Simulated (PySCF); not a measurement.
# Cd⁺: ionisation energy

Cd⁺ [Kr] 4d10 5s1 (2S) → Cd²⁺ [Kr] 4d10 (1S), as a difference of total energies. All numbers are calculated (PySCF 2.14, scalar relativity by spin-free X2C-1e, in ANO-RCC-VTZP). Correlated levels: valence: [Kr] frozen; valence and next inner shell: [Ar] 3d10 frozen. The calculations carry no spin-orbit coupling.

```csv
method,ionisation energy (eV)
UHF,15.589
LDA,17.799
r2SCAN,17.146
PBEsol,17.408
M06,16.838
TPSSh,16.964
MP2 (valence),16.810
SCS-MP2 (valence),16.631
MP2 (valence and next inner shell),16.942
SCS-MP2 (valence and next inner shell),16.725
```

**Question.** Estimate what PBE gives.

**Answer.** 17.388 eV, closest to PBEsol among the rows shown.

**Question.** Estimate what PBE0 gives.

**Answer.** 17.049 eV, closest to TPSSh among the rows shown.

Errors of the correlated levels include the incompleteness of this basis and the frozen core.

For comparison: 16.908 eV (measured; NIST Atomic Spectra Database, ionization energies).
